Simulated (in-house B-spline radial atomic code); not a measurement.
# RPA and G0W0 on r2SCAN: Ag⁺

Configuration [Kr] 4d10, mean-field start r2SCAN. Computed with an all-electron radial atomic-structure program (B-spline basis): all electrons, non-relativistic, point nucleus, each spin shell either full or empty, empty states to l = 9 with an (l + 1/2)⁻⁴ tail; G0W0 by contour deformation at full frequency.

Without relativity these are model numbers: it shifts the levels of so heavy an element strongly and can reorder them.

Command:
```bash
python run_gw.py task.json out
```
Settings (radii: box in bohr, nucleus in fm):
```
Z                        47
electrons                46
configuration            [Kr] 4d10
hamiltonian              nr
method                   r2scan
lmax                     9
spin_polarised           False
box_radius               23.78
intervals                55
```

Time taken, with all properties: 1.5 s on 1 thread of Intel(R) Xeon(R) 6975P-C (shared host).

Energies (hartree):

```csv
term,value
mean-field total,-5199.81111
Hartree-Fock functional on these orbitals,-5197.46457
direct second order,-4.0163
second-order exchange,1.1059
SOSEX correction,1.0213
```

Problem. What is the RPA correlation energy, and what remains with SOSEX?

Solution. RPA gives -3.4857 hartree (-2.06 eV per electron); RPA + SOSEX gives -2.4644, and the second-order doubles -2.9104 hartree (no singles). SOSEX takes back 29 % of the RPA value.

Quasi-particle levels (eV):

| level | occupied | mean field | Σx - vxc | Σc | QP weight | G0W0 |
| --- | --- | --- | --- | --- | --- | --- |
| 4d | yes | -16.045 | -6.72 | ? | ? | ? |
| 5s | no | -9.935 | 4.61 | -1.77 | 0.951 | -7.099 |

G0W0 = mean field + (Σx - vxc) + Σc, with Σc (partial-wave tail included) taken at the quasi-particle energy. Only the outer levels were computed. Levels of low weight are left out.

Problem. Where does G0W0 put 4d?

Solution. At -21.695 eV, with Σc = 1.07 eV and a quasi-particle weight of 0.776. The tabulated removal energy is 21.484 eV (NIST, measured); the calculation leaves out relativity, Breit and QED terms, and what these don't explain is the method's own error.
